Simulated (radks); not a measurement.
Spherical quantum dot in the effective-mass picture: electrons in a parabolic well V = omega^2 r^2 / 2 with omega = 0.181, all in effective atomic units (hartree* = m*/eps^2 hartree, bohr* = eps/m* bohr), one dielectric constant everywhere. Calculated with a radial shooting solver with Libxc functionals: non-relativistic Kohn-Sham, LDA (Slater exchange, Perdew-Wang correlation), spin-polarised, spherical densities. Levels are named by radial order and angular momentum (1s, 1p, 1d, 2s, ...), and open shells are averaged over m. Results are scaled to m* = 0.122 and eps = 11.8, for which hartree* = 23.84 meV and bohr* = 5.118 nm. At N = 14 the configuration is 1s2 1p6 1d(up 5, down 1). Does electron 15 go into 2s up or 1d down or 2s down?

Answer. Into 1d down. The total energies of the other choices lie higher by 0.376 meV (2s up), 0.616 meV (2s down).
